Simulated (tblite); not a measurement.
Species: C2H5F3SSi2.
Numbering: `[F:1][C:2]([F:3])=[C:4]([F:5])[SiH2:6][S:7][SiH3:8]` (hydrogens: H9, H10 on Si6; H11, H12, H13 on Si8)

Computed with GFN2-xTB (tblite), gas phase: L-BFGS steps from a force-field or distance-geometry start until the largest atomic force falls under 0.01 eV/Å.

The end geometry, which sets the zero of energy:
```
atom  x, y, z in Å
F1     -2.8260    1.5113    0.7871
C2     -2.3599    0.2694    0.8520
F3     -3.1068   -0.4567    1.6727
C4     -1.3028   -0.1245    0.1617
F5     -0.9075   -1.4131    0.2880
Si6    -0.2597    0.9640   -0.9946
S7      1.6963    1.1779   -0.1843
Si8     2.4178   -0.8510    0.1296
H9     -0.8280    2.2947   -1.0233
H10    -0.2269    0.2465   -2.2643
H11     1.7333   -1.3931    1.2927
H12     3.8353   -0.6248    0.3513
H13     2.1306   -1.6001   -1.0863
```

Question: These geometries come from the run, each turned onto the end geometry. Order them by energy, lowest first.
A.
```
atom  x, y, z in Å
F1     -2.8157    1.5311    0.7697
C2     -2.3661    0.2842    0.8549
F3     -3.1263   -0.4197    1.6829
C4     -1.3267   -0.1353    0.1532
F5     -0.9422   -1.4259    0.2886
Si6    -0.2564    0.9449   -0.9784
S7      1.6488    1.1853   -0.0601
Si8     2.4202   -0.8437    0.1221
H9     -0.8368    2.2673   -1.0756
H10    -0.1431    0.2073   -2.2350
H11     1.7992   -1.4380    1.2965
H12     3.8442   -0.6107    0.2754
H13     2.0966   -1.5465   -1.1119
```
B.
```
atom  x, y, z in Å
F1     -2.7714    1.6391    0.8389
C2     -2.4988    0.3394    0.8203
F3     -3.3684   -0.3159    1.5746
C4     -1.4925   -0.1560    0.1205
F5     -1.2871   -1.4910    0.1578
Si6    -0.2960    0.8837   -0.9298
S7      1.6168    1.0724   -0.0187
Si8     2.6085   -0.8443    0.1216
H9     -0.7835    2.2460   -0.9513
H10    -0.1964    0.1747   -2.1985
H11     2.2227   -1.4719    1.3793
H12     4.0034   -0.4255    0.1035
H13     2.2384   -1.6501   -1.0360
```
C.
```
atom  x, y, z in Å
F1     -2.7589    1.6582    0.8278
C2     -2.4953    0.3547    0.8133
F3     -3.3841   -0.2770    1.5674
C4     -1.4978   -0.1731    0.1205
F5     -1.3270   -1.5158    0.1706
Si6    -0.3072    0.8802   -0.9416
S7      1.6048    1.0478    0.0159
Si8     2.6545   -0.8488    0.1325
H9     -0.8799    2.2196   -0.9506
H10    -0.2526    0.2606   -2.2665
H11     2.2873   -1.4735    1.4012
H12     4.0668   -0.4725    0.1172
H13     2.2850   -1.6599   -1.0253
```
D.
```
atom  x, y, z in Å
F1     -2.7781    1.5706    0.7905
C2     -2.3958    0.2995    0.8434
F3     -3.2009   -0.3885    1.6423
C4     -1.3585   -0.1475    0.1552
F5     -1.0382   -1.4577    0.2608
Si6    -0.2442    0.9160   -0.9529
S7      1.6426    1.1880   -0.0056
Si8     2.4592   -0.8262    0.1161
H9     -0.8437    2.2276   -1.0770
H10    -0.0894    0.1567   -2.1917
H11     1.9060   -1.4583    1.3038
H12     3.8855   -0.5750    0.2028
H13     2.0513   -1.5049   -1.1054
```
E.
```
atom  x, y, z in Å
F1     -2.6894    1.7544    0.7692
C2     -2.5050    0.4233    0.7894
F3     -3.2989   -0.4023    1.5246
C4     -1.5118   -0.1576    0.1184
F5     -1.3754   -1.5345    0.2136
Si6    -0.3594    0.8425   -0.8879
S7      1.5657    1.0417    0.0341
Si8     2.6567   -0.7891    0.1112
H9     -0.9282    2.2014   -0.9789
H10    -0.2972    0.3195   -2.2389
H11     2.3235   -1.4773    1.3873
H12     4.1117   -0.5285    0.1435
H13     2.3034   -1.6930   -1.0034
```

Answer: A (0.005 eV), D (0.011 eV), B (0.043 eV), C (0.076 eV), E (0.497 eV).

In the order of the answer:

```csv
step,E above end (eV),largest force (eV/Å),rms force component (eV/Å),rms distance from end (Å),rms bond change (Å),bond most changed (Å)
62,0.005,0.12,0.030,0.064,0.002,C4–Si6 -0.004
50,0.011,0.08,0.024,0.125,0.001,C4–Si6 -0.003
17,0.043,0.16,0.047,0.258,0.004,S7–Si8 -0.013
8,0.076,0.22,0.091,0.285,0.008,Si6–S7 +0.017
0,0.497,1.85,0.681,0.307,0.033,C4–Si6 -0.072
```

What follows is the cost of the whole relaxation. Time: 1.2 s of wall time. Hardware: Arm Neoverse N1, one thread, on a shared host.
